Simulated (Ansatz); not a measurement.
A made-up structure of CH$_{3}$NTe, closed shell:

```
6
angstrom
C -0.1688 -0.0362 -0.5212
N 0.1838 0.7329 0.5967
Te 1.3813 -1.0359 0.6037
H -1.1187 -0.5629 -0.5522
H 2.7499 -1.7710 1.2691
H -0.4914 0.5794 1.3431
```

It is relaxed with PBE-D4/def2-SVP and then PBE0-D4/def2-TZVP (Ansatz 0.2.0). Atoms count as bonded within 1.22 times the sum of their covalent radii (H–H: 0.88 Å). The end point is not checked to be a true minimum.

(1) Does its bonding change? (Judge from chemistry; the calculation decides.)

Results:

(1) Computed: Yes. Formed: none; broken: C1–Te3.

Where it ends: The first stage lowers the energy by 3.71 eV in 18 steps. It ends as CH₃NTe ([CH][NH][TeH]):
C1  (-0.609, -0.202, -0.617)
N2  (0.195, -0.237, 0.385)
Te3  (1.863, -1.471, 0.296)
H4  (-1.427, 0.501, -0.369)
H5  (2.410, -0.966, 1.786)
H6  (0.104, 0.282, 1.259)
(Å)

Labels in which every atom is bracketed show which atoms are joined, not bond orders.

For scale, one of the runs: PBE0-D4/def2-TZVP relaxation, 130 basis functions, launched by `ansatz run in.yaml --threads 2 --pin off --events-out ev --progress --plain --max-ram 4352MiB`. The run took about 24 s on 2 CPU threads of an Arm Neoverse V1 (shared host).
